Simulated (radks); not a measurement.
The numbers below are computed, except where a source is named.
Spherical jellium clusters: N electrons in a uniform positive sphere of charge N and radius rs N^(1/3), rs = 3.41 bohr. Level of theory: non-relativistic Kohn-Sham, PBE, spin-polarised, spherical densities (a radial shooting solver with Libxc functionals). Levels are named by radial order and angular momentum (1s, 1p, 1d, 2s, ...), and open shells are averaged over m.

N = 15, configuration 1s2 1p6 1d(up 5, down 2). This is the lowest configuration that the search found. Occupied and some empty levels:

level,occupation,eigenvalue (eV),<r> (bohr)
1s up,1,-6.0748,5.333
1s down,1,-5.9367,4.975
1p up,3,-4.8361,6.396
1p down,3,-4.5197,6.237
1d up,5,-3.3145,7.232
1d down,2,-2.9229,7.197
2s up,0,-2.6937,6.413
2s down,0,-2.5905,6.482
1f up,0,-1.6118,8.129
1f down,0,-1.2095,8.245
2p up,0,-1.0838,8.930
2p down,0,-0.92356,9.046

Energy (eV): total -25.7588, kinetic 35.316, external -854.15, Hartree 418.59, exchange-correlation -62.330, background 436.82.

Electron density:

r (bohr),n(r) (e/bohr^3)
0.275,0.003206
1.31,0.003643
2.35,0.004591
3.39,0.005815
4.43,0.006823
5.46,0.006963
6.50,0.005827
7.54,0.003778
8.58,0.001840
9.62,0.0007156
10.7,0.0002506
11.7,0.00008355
12.7,0.00002724
13.8,8.734e-06
